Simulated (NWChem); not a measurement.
System: Ge2H3F3; SMILES [GeH3][Ge]([F])([F])[F]

The following NWChem deck was run.

```
start job
memory heap 200 mb stack 900 mb global 1100 mb
geometry units angstroms noautosym nocenter noautoz
  F      1.431231    -0.664732    -1.422313
  Ge     0.000000     0.000000    -0.727216
  F     -0.139941     1.571849    -1.422313
  F     -1.291290    -0.907117    -1.422313
  Ge     0.000000     0.000000     1.686447
  H      1.198256     0.837786     2.142301
  H      0.126416    -1.456613     2.142301
  H     -1.324672     0.618827     2.142301
end
basis spherical
  F library def2-svp
  Ge library def2-svp
  H library def2-svp
end
dft
  xc bhlyp
  iterations 150
  vectors input atomic output neutral.movecs
end
task dft energy
charge 1
dft
  odft
  mult 2
  vectors input atomic output cation.movecs
end
task dft energy
```

Excerpt of the output:

```
             Northwest Computational Chemistry Package (NWChem) 7.3.0
             --------------------------------------------------------

                             Geometry "geometry" -> ""
                             -------------------------

 Output coordinates in angstroms (scale by  1.889725989 to convert to a.u.)

  No.       Tag          Charge          X              Y              Z
 ---- ---------------- ---------- -------------- -------------- --------------
    1 F                    9.0000     1.43123100    -0.66473200    -1.42231300
    2 Ge                  32.0000     0.00000000     0.00000000    -0.72721600
    3 F                    9.0000    -0.13994100     1.57184900    -1.42231300
    4 F                    9.0000    -1.29129000    -0.90711700    -1.42231300
    5 Ge                  32.0000     0.00000000     0.00000000     1.68644700
    6 H                    1.0000     1.19825600     0.83778600     2.14230100
    7 H                    1.0000     0.12641600    -1.45661300     2.14230100
    8 H                    1.0000    -1.32467200     0.61882700     2.14230100

 Effective nuclear repulsion energy (a.u.)     727.8309982759

                                 NWChem DFT Module
                                 -----------------

 Summary of "ao basis" -> "ao basis" (spherical)
 ------------------------------------------------------------------------------
       Tag                 Description            Shells   Functions and Types
 ---------------- ------------------------------  ------  ---------------------
 F                          def2-svp                 6       14   3s2p1d
 Ge                         def2-svp                12       32   5s4p3d
 H                          def2-svp                 3        5   2s1p

            General Information
            -------------------
          SCF calculation type: DFT
          Wavefunction type:  closed shell.
          No. of atoms     :     8
          No. of electrons :    94
           Alpha electrons :    47
            Beta electrons :    47
          Charge           :     0
          Spin multiplicity:     1
          Use of symmetry is: off; symmetry adaption is: off
          Maximum number of iterations: 150
          AO basis - number of functions:   121
                     number of shells:    51
          Convergence on energy requested:  1.00D-06
          Convergence on density requested:  1.00D-05
          Convergence on gradient requested:  5.00D-04

              XC Information
              --------------
                        BHLYP Method XC Functional
                     Hartree-Fock (Exact) Exchange  0.500
                        Slater Exchange Functional  0.500 local
                    Becke 1988 Exchange Functional  0.500 non-local
              Lee-Yang-Parr Correlation Functional  1.000

             Grid Information
             ----------------
          Grid used for XC integration:  medium
          Radial quadrature: Mura-Knowles
          Angular quadrature: Lebedev.
          Tag              B.-S. Rad. Rad. Pts. Rad. Cut. Ang. Pts.
          ---              ---------- --------- --------- ---------
          F                   0.50       49          12.0       434
          Ge                  1.25      112          10.0       590
          H                   0.35       45          10.0       434
          Grid pruning is: on
          Number of quadrature shells:   506
          Spatial weights used:  Erf1

      Superposition of Atomic Density Guess
      -------------------------------------

 Sum of atomic energies:       -4449.46235186

      Non-variational initial energy
      ------------------------------

 Total energy =   -4450.174369
 1-e energy   =   -7661.518936
 2-e energy   =    2483.513569
 HOMO         =      -0.373266
 LUMO         =       0.020410

   convergence    iter        energy       DeltaE   RMS-Dens  Diis-err
 ---------------- ----- ----------------- --------- --------- ---------
 d= 0,ls=0.0,diis     1  -4454.4107531636 -5.18D+03  1.24D-02  1.07D+00
 d= 0,ls=0.0,diis     2  -4454.4166368661 -5.88D-03  5.16D-03  1.50D+00
 d= 0,ls=0.0,diis     3  -4454.5421264846 -1.25D-01  5.01D-04  7.74D-03
 d= 0,ls=0.0,diis     4  -4454.5426926681 -5.66D-04  1.28D-04  5.23D-04
 d= 0,ls=0.0,diis     5  -4454.5427314276 -3.88D-05  3.58D-05  6.71D-05
  Resetting Diis
 d= 0,ls=0.0,diis     6  -4454.5427353654 -3.94D-06  1.27D-05  1.31D-06
 d= 0,ls=0.0,diis     7  -4454.5427356123 -2.47D-07  3.10D-06  1.14D-07

         Total DFT energy =    -4454.542735612287
      One electron energy =    -7660.513656389537
           Coulomb energy =     2668.851562569958
    Exchange-Corr. energy =     -190.711640068628
 Nuclear repulsion energy =      727.830998275919

 Numeric. integr. density =       93.999996510869

                       DFT Final Molecular Orbital Analysis
                       ------------------------------------

 Vector   45  Occ=2.000000D+00  E=-4.435898D-01
              MO Center= -3.1D-01, -3.5D-01,  1.9D+00, r^2= 2.4D+00
   Bfn.  Coefficient  Atom+Function         Bfn.  Coefficient  Atom+Function
  ----- ------------  ---------------      ----- ------------  ---------------
   112      0.340051  7 H  s                 87     -0.301713  5 Ge py
   117     -0.296204  8 H  s                113      0.180333  7 H  s
    84      0.178636  5 Ge py                90     -0.167284  5 Ge py
    86      0.161457  5 Ge px               118     -0.157066  8 H  s
    83     -0.095596  5 Ge px                89      0.089541  5 Ge px

 Vector   46  Occ=2.000000D+00  E=-4.435897D-01
              MO Center=  3.1D-01,  3.5D-01,  1.9D+00, r^2= 2.4D+00
   Bfn.  Coefficient  Atom+Function         Bfn.  Coefficient  Atom+Function
  ----- ------------  ---------------      ----- ------------  ---------------
   107      0.367342  6 H  s                 86      0.301712  5 Ge px
   117     -0.221644  8 H  s                108      0.194797  6 H  s
    83     -0.178636  5 Ge px                89      0.167285  5 Ge px
    87      0.161457  5 Ge py               112     -0.145698  7 H  s
   118     -0.117549  8 H  s                 84     -0.095596  5 Ge py

 Vector   47  Occ=2.000000D+00  E=-3.974137D-01
              MO Center=  1.9D-07,  6.2D-07,  3.5D-01, r^2= 3.6D+00
   Bfn.  Coefficient  Atom+Function         Bfn.  Coefficient  Atom+Function
  ----- ------------  ---------------      ----- ------------  ---------------
    88     -0.317715  5 Ge pz                18      0.310076  2 Ge s
    28      0.284230  2 Ge pz                91     -0.229258  5 Ge pz
     6      0.195292  1 F  pz                52      0.195292  3 F  pz
    66      0.195292  4 F  pz                17     -0.182170  2 Ge s
    85      0.178466  5 Ge pz                25     -0.150234  2 Ge pz

 Vector   48  Occ=0.000000D+00  E= 1.089999D-02
              MO Center=  2.6D-06, -1.7D-06,  6.2D-01, r^2= 5.0D+00
   Bfn.  Coefficient  Atom+Function         Bfn.  Coefficient  Atom+Function
  ----- ------------  ---------------      ----- ------------  ---------------
    19      1.106922  2 Ge s                 91      0.859560  5 Ge pz
    18      0.596409  2 Ge s                 78     -0.574464  5 Ge s
    79     -0.535087  5 Ge s                 17     -0.371591  2 Ge s
    31      0.301903  2 Ge pz                77      0.257683  5 Ge s
    88      0.225185  5 Ge pz                 3     -0.214149  1 F  s

 Vector   49  Occ=0.000000D+00  E= 1.976826D-02
              MO Center=  8.1D-04,  1.1D-02,  7.1D-01, r^2= 4.3D+00
   Bfn.  Coefficient  Atom+Function         Bfn.  Coefficient  Atom+Function
  ----- ------------  ---------------      ----- ------------  ---------------
    90      0.963962  5 Ge py               113      0.851442  7 H  s
   118     -0.471943  8 H  s                 30      0.411726  2 Ge py
   108     -0.379503  6 H  s                 27      0.229810  2 Ge py
   112      0.186183  7 H  s                 49     -0.180836  3 F  s
    89     -0.144880  5 Ge px                87      0.140581  5 Ge py

 Vector   50  Occ=0.000000D+00  E= 1.976899D-02
              MO Center= -8.1D-04, -1.1D-02,  7.1D-01, r^2= 4.3D+00
   Bfn.  Coefficient  Atom+Function         Bfn.  Coefficient  Atom+Function
  ----- ------------  ---------------      ----- ------------  ---------------
    89      0.963979  5 Ge px               108     -0.764069  6 H  s
   118      0.710695  8 H  s                 29      0.411706  2 Ge px
    26      0.229812  2 Ge px               107     -0.167041  6 H  s
    63      0.162056  4 F  s                117      0.155438  8 H  s
     3     -0.151143  1 F  s                 90      0.144887  5 Ge py

     Multipole analysis of the density
     ---------------------------------

     L   x y z        total         alpha         beta         nuclear
     -   - - -        -----         -----         ----         -------
     0   0 0 0      0.000000    -47.000000    -47.000000     94.000000

     1   1 0 0     -0.000000     -0.000000     -0.000000      0.000000
     1   0 1 0     -0.000004     -0.000002     -0.000002      0.000000
     1   0 0 1      1.684634      2.051889      2.051889     -2.419144

     2   2 0 0    -39.832862    -85.669499    -85.669499    131.506136
     2   1 1 0     -0.000010     -0.000004     -0.000004     -0.000001
     2   1 0 1     -0.000000     -0.000000     -0.000000     -0.000000
     2   0 2 0    -39.832856    -85.669553    -85.669553    131.506251
     2   0 1 1      0.000008      0.000004      0.000004     -0.000000
     2   0 0 2    -38.768685   -334.214652   -334.214652    629.660619

                                 NWChem DFT Module
                                 -----------------

[...]
```

Level: BHandHLYP/def2-SVP, vertical spin-unrestricted ions. Geometry: optimised at PBE0/def2-SVP.
